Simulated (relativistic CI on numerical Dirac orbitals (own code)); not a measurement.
## One change at a time: Ir LXXIV

Base calculation: Dirac-Coulomb-Breit CI, separate exchange-only KLI orbitals for each configuration, a model potential for QED, unscaled Slater integrals.

Configurations in the expansion (outside the closed core 1s2): 2s2, 2s.2p, 2p2, 2p.3s, 2p.3p, 2s.3s, 2s.3p, 2s.3d, 2s.4s, 2s.4p, 2s.4d, 2s.4f, 2s.5s, 3s2, 2s.5p, 2s.5d, 2s.5f, 2s.5g, 3s.3p, 3p2. Levels of other configurations are missing.

The lowest level and the first level of each name with at least 55 % of one term (blank where a level has no safe partner in the second run):

```csv
Level,Base (eV),Shift (eV)
2s2 1S_0,0.0,0.0
2s.2p 3P°_0,185.8,-54.2
2s.2p 3P°_1,221.2,-89.6
2p2 3P_0,520.8,-181.6
2s.2p 3P°_2,1961.8,-1830.2
2s.2p 1P°_1,2057.8,-1804.9
2p2 3P_1,2250.4,-1911.2
2p2 1D_2,2268.5,
2p2 3P_2,4040.1,
2p2 1S_0,4112.6,-3641.6
2s.3s 3S_1,12050.8,-1406.5
2s.3s 1S_0,12087.6,-1417.0
2s.3p 3P°_1,12137.4,
2s.3p 3P°_0,12137.4,-1426.8
```

At this charge energies of transitions that change n are usually good to better than 1 %, and those within a shell (Δn = 0) to a few per cent.

Question: One thing was changed in a second run, which moved the levels as shown. Which?
A. valence Slater integrals scaled by 0.9
B. non-relativistic limit
C. QED terms removed
D. Breit term removed
E. configuration mixing switched off

Answer: B. Non-relativistic limit. Without relativity the fine structure collapses and s electrons lose their extra binding.

LS names give the leading component of a level, which can be under half, so a name can repeat, a term be missing and a line seem to break the LS rules.
